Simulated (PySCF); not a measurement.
## Computed structure and properties of [HfO(OH)]+

System: [HfO(OH)]+ (singlet); start: template (C1). Method: PySCF 2.14.0, RKS PBE0, Hf def2-SVP with ECP60, O def2-SVP, H def2-SVP; non-relativistic Hamiltonian with scalar-relativistic core potentials where named; density fitting; no spin-orbit coupling.

Input of the relaxation:

```python
mol = gto.M(atom='''
Hf     0.03375    -0.00043    -0.11235
O      1.50625    -0.00043     0.54665
O     -1.71725    -0.00043     0.67125
H     -2.67685     0.09017     0.73035''',
    basis={'Hf': 'def2-SVP', 'O': 'def2-SVP', 'H': 'def2-SVP'},
    ecp={'Hf': 'def2-SVP'},
    charge=1, spin=0)
mf = dft.RKS(mol, xc='PBE0')
mf.grids.atom_grid = (50, 194)
mf = mf.density_fit()  # fitting sets: Hf def2-universal-JKFIT, O def2-universal-JKFIT, H def2-universal-JKFIT
mf.conv_tol = 1e-08; mf.max_cycle = 55
mf.kernel(dm0)  # dm0: converged density of the start geometry
# quasi-Newton relaxation in Cartesian coordinates to a largest gradient under 0.00045 Eh/bohr, steps kept in the point group
```

Run from Python with OMP_NUM_THREADS=2; the lines above give its settings. Where DIIS fails, smearing, a level shift and second-order steps follow.
It took 20 s on 2 threads of Arm Neoverse V1, on a shared host, from the converged density of the start.

Course of the relaxation:

| step | energy above end (eV) | largest force component within the symmetry (eV/Å) |
| --- | --- | --- |
| 0 | 1.2439 | 7.180 |
| 1 | 0.6209 | 2.935 |
| 2 | 0.4206 | 1.964 |
| 3 | 0.2340 | 0.814 |
| 4 | 0.1881 | 0.810 |
| 5 | 0.1610 | 0.814 |
| 6 | 0.1218 | 0.735 |
| 7 | 0.0887 | 1.353 |
| 10 | 0.0055 | 0.262 |
| 11 | 0.0019 | 0.197 |
| 12 | 0.0010 | 0.110 |
| 13 | 0.0004 | 0.052 |
| 14 | 0.0001 | 0.023 |
| 15 | 0.0000 | 0.013 |
(The steps between are left out.)

Relaxed geometry (Cs):

```xyz
4

Hf    0.0036   -0.0343   -0.4532
O     1.0655    0.0258    0.8970
O    -1.7283    0.0254    0.2728
H    -2.1948    0.0720    1.1193
```

```csv
contact,Å
Hf1–O2 (O),1.719
Hf1–O3 (OH),1.879
```

On the finer grid (75, 302):

- HOMO: -14.22 eV
- LUMO: -8.85 eV
- Dipole about the centre of mass: 4.53 D
- Set of Mulliken populations of Hf1 outside the core potential: s 2.20, p 6.15, d 2.15, f 0.15
- D3(BJ) dispersion energy (not in the energies): -0.051 eV

```csv
atom,Mulliken (e),Löwdin (e),spin (e)
Hf1,1.34,0.97,0.00
O2,-0.24,-0.07,0.00
O3,-0.37,-0.05,0.00
H4,0.27,0.15,0.00
```

A rough frequency check found all modes real, so this is a minimum.

Rigid scan of O along the line from its metal:

| distance to O2 (Å) | energy (eV) |
| --- | --- |
| 1.42 | 4.082 |
| 1.52 | 1.523 |
| 1.62 | 0.322 |
| 1.72 | 0.000 |
| 1.82 | 0.233 |
| 1.92 | 0.800 |
| 2.02 | 1.555 |
| 2.17 | 2.835 |

Taking off one OH (charge -1, singlet; the rest: singlet) in vacuum, both parts rigid, costs 20.03 eV; the small basis without counterpoise inflates it. Most of it is the attraction of opposite charges; other ways to part are cheaper, and one spin state was tried for the rest.

Rigid scan of OH along the line from its metal:

distance to O3 (Å), energy (eV) and a bar:
```
     1.58      2.469 ############
     1.68      0.927 #####
     1.78      0.197 #
     1.88      0.000 
     1.98      0.144 #
     2.08      0.499 ##
     2.28      1.513 #######
     2.58      3.160 ###############
     2.98      4.908 ########################
     3.48      6.173 ##############################
```

One start shape was tried, so this needn't be the lowest isomer.
